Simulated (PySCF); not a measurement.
Se(SH)(SeH) (H2SSe2), SMILES S[Se][SeH]. Atoms are numbered in the order given.

```xyz
5

Se    -0.1593    -0.9112     0.1149
S     -2.2124    -0.1076     0.3765
H     -2.5690    -0.1055    -0.9318
Se     1.2320     0.9280    -0.2975
H      1.4981     1.2562     1.1178
```
Charge 0, spin multiplicity 1.

Geometry: r2SCAN-D4/def2-SVP. Other conformers were not sampled.

Method: PySCF with TDA-PBE/def2-SVPD.

Vertical excitations. 

| state | energy (eV) | λ (nm) | f | main pairs |
|---|---|---|---|---|
| S1 | 3.53 | 352 | 0.003 | HOMO→LUMO 98 % |
| S2 | 3.70 | 335 | 0.021 | HOMO−1→LUMO 81 %, HOMO−2→LUMO 13 % |
| S3 | 3.92 | 316 | 0.010 | HOMO−2→LUMO 59 %, HOMO−1→LUMO+1 24 %, HOMO→LUMO+1 9 % |
| S4 | 4.13 | 300 | 0.002 | HOMO→LUMO+1 86 % |
| S5 | 4.23 | 293 | 0.027 | HOMO−1→LUMO+1 59 %, HOMO−2→LUMO 21 %, HOMO−2→LUMO+1 11 % |
| S6 | 4.92 | 252 | 0.054 | HOMO−2→LUMO+1 53 %, HOMO→LUMO+2 33 % |
| S7 | 5.14 | 241 | 0.002 | HOMO−1→LUMO+2 93 % |
| S8 | 5.18 | 239 | 0.145 | HOMO→LUMO+2 59 %, HOMO−2→LUMO+1 21 % |
| S9 | 5.50 | 225 | 0.009 | HOMO−2→LUMO+2 96 % |
| S10 | 5.70 | 218 | 0.003 | HOMO→LUMO+3 96 % |
| T1 | 2.91 | 427 | 0 | HOMO→LUMO 98 % |
| T2 | 2.98 | 416 | 0 | HOMO−1→LUMO 98 % |
| T3 | 3.40 | 364 | 0 | HOMO−2→LUMO 96 % |
| T4 | 3.58 | 346 | 0 | HOMO→LUMO+1 92 % |
Triplets are in the Tamm–Dancoff approximation.
